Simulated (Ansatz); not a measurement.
C2H5Br2NSn (SMILES C=[CH][Sn]([NH2])([Br])[Br]), singlet, at a GFN2-xTB geometry (such geometries of metal compounds can be far from the true shape) (core potentials on Sn); Ansatz (a program for electronic structure) with B3LYP/def2-SVPD.

The Ansatz input:
Ansatz 0.2 input:
```yaml
crystal:
  periodic: [false, false, false]
  atoms:
    - {symbol: C, position_ang: [-3.14022240, -0.52463123, -0.28491424]}
    - {symbol: C, position_ang: [-2.13340109, -0.44725008, -1.12016696]}
    - {symbol: Sn, position_ang: [-0.04926237, -0.31917403, -0.43334954]}
    - {symbol: N, position_ang: [1.18661089, -1.54732527, -1.54266997]}
    - {symbol: Br, position_ang: [0.91311399, 1.99198332, -0.73687234]}
    - {symbol: Br, position_ang: [-0.00499013, -0.91114273, 2.04437682]}
    - {symbol: H, position_ang: [-3.01823515, -0.53685051, 0.78762400]}
    - {symbol: H, position_ang: [-4.15860838, -0.58624034, -0.64398108]}
    - {symbol: H, position_ang: [-2.22362968, -0.43415020, -2.19300160]}
    - {symbol: H, position_ang: [1.29288525, -2.47343564, -1.14597937]}
    - {symbol: H, position_ang: [2.12183678, -1.17747732, -1.67066436]}
basis:
  gaussian:
    orbitals: def2-SVPD
hamiltonian:
  xc: b3lyp
```

Task: What does Ansatz print? Leave out banner, timings and long lists.

Result: 
```
Functional definition: B3LYP
2183 factors; their error is unknown
mean field evaluation 1: about -149543.5780 eV, gradient 7.2e1 eV
mean field evaluation 2: about -149505.5317 eV, gradient 1.3e2 eV
mean field evaluation 4: about -149555.2972 eV, gradient 1.1e1 eV
mean field evaluation 8: about -149555.5965 eV, gradient 1.5e-1 eV
mean field evaluation 16: about -149555.8669 eV, gradient 6.1e-4 eV
mean field -149555.86694103 eV, -5496.0767374755 hartree, gradient 2.3e-5 eV, S^2 0.000000; 0 other end points of the search recorded, 0 dependent functions left out
reference -149555.86726663 eV, -5496.0767494407 hartree; 58, 58 occupied and 156, 156 virtual orbitals, 2183 factors
Total energy: -149555.86726663 eV, -5496.0767494407 hartree
```
